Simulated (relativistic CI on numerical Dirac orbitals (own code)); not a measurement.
Calculated at this level of theory: Dirac-Coulomb-Breit CI, separate exchange-only KLI orbitals for each configuration, a model potential for QED, unscaled Slater integrals (own radial code, finite nucleus).

CI space (outside the closed core [Ar]): 3d10.4s2, 3d10.4s.4p, 3d10.4p2, 3d10.4s.4d, 3d10.4d2, 3d10.4s.4f, 3d10.4p.4d, 3d10.4f2, 3d10.4p.4f, 3d10.4d.4f, 3d10.4s.5s, 3d10.4s.5p, 3d10.4s.5d, 3d10.4s.5f, 3d10.4s.5g, 3d10.4s.6s, 3d10.4s.6p, 3d10.4s.6d, 3d10.4s.6f, 3d10.4s.7s, 3d9.4s2.4p, 3d9.4s2.4d, 3d9.4s2.4f, 3d9.4s2.5s, 3d9.4s2.5p, 3d9.4s2.5d. Double excitations out of closed p, d and f shells are left out; levels of such configurations are missing from the list, as are those of other unlisted configurations, and high levels can miss mixing partners. These lack a partner that the ground configuration has and come out too high: 3d9.4s2.4p, 3d9.4s2.4d, 3d9.4s2.4f, 3d9.4s2.5s, 3d9.4s2.5p.

At this charge energies of transitions that change n are usually good to better than 1 %, and those within a shell (Δn = 0) to a few per cent.

Outline of the computed level scheme of Sm XXXIII. Lowest level of each configuration: 3d10.4s2 1S_0 at 0.000 eV; 3d10.4s.4p 3P°_0 at 60.939 eV; 3d10.4p2 3P_0 at 141.170 eV; 3d10.4s.4d 3D_1 at 217.274 eV; 3d10.4p.4d 3F°_2 at 281.573 eV; 3d10.4s.4f 3F°_2 at 349.478 eV; 3d10.4p.4f 3G_3 at 416.997 eV; 3d10.4d2 3F_2 at 440.834 eV.

Some strong electric-dipole decays among the lowest 45 levels: 3d10.4p.4d 3D°_1 → 3d10.4p2 3P_0 (4.4e+11 s⁻¹); 3d10.4d2 3F_2 → 3d10.4p.4d 3D°_1 (4.3e+11 s⁻¹); 3d10.4s.4f 1F°_3 → 3d10.4s.4d 1D_2 (4.2e+11 s⁻¹); 3d10.4s.4d 1D_2 → 3d10.4s.4p 1P°_1 (3.7e+11 s⁻¹); 3d10.4p.4d 1F°_3 → 3d10.4p2 1D_2 (3.3e+11 s⁻¹); 3d10.4d2 3P_1 → 3d10.4p.4d 3P°_2 (3.1e+11 s⁻¹); 3d10.4s.4f 3F°_4 → 3d10.4s.4d 3D_3 (2.7e+11 s⁻¹); 3d10.4p.4d 3P°_1 → 3d10.4p2 3P_1 (2.6e+11 s⁻¹).

LS names give the leading component of a level, which can be under half, so a name can repeat, a term be missing and a line seem to break the LS rules.
